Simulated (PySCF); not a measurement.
C₃H₉OSi, SMILES [O][Si](C)(C)C, multiplicity 2. Atoms are numbered in the order given.

```xyz
14

C      0.9941     0.3534    -1.5449
Si     0.0210    -0.0664     0.0000
C      0.9941     0.3534     1.5449
C     -1.6595     0.7822     0.0000
O     -0.4343    -1.6945     0.0000
H      1.2374     1.4278    -1.5751
H      0.4172     0.1029    -2.4481
H      1.9424    -0.2051    -1.5811
H      0.4172     0.1029     2.4481
H      1.2374     1.4278     1.5751
H      1.9424    -0.2051     1.5811
H     -1.5031     1.8734     0.0000
H     -2.2409     0.5134    -0.8938
H     -2.2409     0.5134     0.8938
```
Charge 0, spin multiplicity 2.

Geometry optimised at PBE0-D3(BJ)/def2-SVP. The isomer is the one that the SMILES or the coordinates give; other isomers of the formula were not compared.

Two levels are set side by side: PBE/pcH-1 (PySCF) and B3LYP/pcH-1 (PySCF). Contact hyperfine couplings, same geometry. Differences are taken from unrounded values.

| quantity | B3LYP | PBE | PBE minus B3LYP |
|---|---|---|---|
| A(iso) of 13C, atom C1 (MHz) | 6.3 | 7.4 | 1.1 |
| A(iso) of 29Si, atom Si2 (MHz) | 45.4 | 40.6 | -4.8 |
| A(iso) of 13C, atom C3 (MHz) | 6.3 | 7.4 | 1.1 |
| A(iso) of 13C, atom C4 (MHz) | 52.4 | 58.9 | 6.5 |
| A(iso) of 17O, atom O5 (MHz) | -39.1 | -19.8 | 19.3 |
| A(iso) of 1H, atom H6 (MHz) | 2.1 | 3.2 | 1.2 |
| A(iso) of 1H, atom H7 (MHz) | -1.4 | -1.8 | -0.4 |
| A(iso) of 1H, atom H8 (MHz) | -2.1 | -1.2 | 0.9 |
| A(iso) of 1H, atom H9 (MHz) | -1.4 | -1.8 | -0.4 |
| A(iso) of 1H, atom H10 (MHz) | 2.1 | 3.2 | 1.2 |
| A(iso) of 1H, atom H11 (MHz) | -2.1 | -1.2 | 0.9 |
| A(iso) of 1H, atom H12 (MHz) | 30.3 | 35.7 | 5.4 |
| A(iso) of 1H, atom H13 (MHz) | -6.4 | -7.3 | -0.9 |
| A(iso) of 1H, atom H14 (MHz) | -6.4 | -7.3 | -0.9 |

Rough cost on one machine, each run with all the roots and properties that it gave: B3LYP against PBE within a factor of 2.
